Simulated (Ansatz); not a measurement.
Two isomers of C2H6AlFSi: A = `C=C(F)[SiH2][AlH2]`, B = `[CH3][Al]1[CH2][SiH]1F`.

Gas-phase electronic energies from Ansatz, PBE0-D4/def2-TZVP geometries. CCSD(T)/CBS is the MP2 limit (def2-TZVPP, def2-QZVPP) plus CCSD(T) − MP2 in def2-TZVPP, frozen cores. DFT in def2-TZVPP. B3LYP here is the variant with VWN-RPA as its local correlation; programs differ in this. One conformer a species, not always the lowest.

Question: Which is lower in electronic energy at CCSD(T)/CBS, and by how much? (Estimate.)

Answer: The calculation gave: B, by 222.1 kJ/mol.

Question: Give E(B) − E(A) in kJ/mol with r2SCAN-D4, CCSD/def2-TZVPP, PBE0-D4, MP2/def2-TZVPP, HF/def2-TZVPP, PBE-D4, B3LYP-D4. (Best estimate.)

Answer: The calculation gave: r2SCAN-D4 -229.0, CCSD/def2-TZVPP -213.1, PBE0-D4 -222.9, MP2/def2-TZVPP -240.1, HF/def2-TZVPP -179.4, PBE-D4 -216.3, B3LYP-D4 -202.6. None reverses the order clearly.

Largest T1 diagnostic: 0.013.

The D4 term adds +3.6 kJ/mol with B3LYP and +2.0 kJ/mol with PBE0; it sums over pairs of atoms, weighted by their polarisabilities, and B3LYP, whose exchange is more repulsive, gets the larger term. In def2-TZVPP, CCSD(T) changes the Hartree–Fock value by −35.7 kJ/mol (the triples alone add −2.0 kJ/mol) and MP2 by −60.7 kJ/mol.
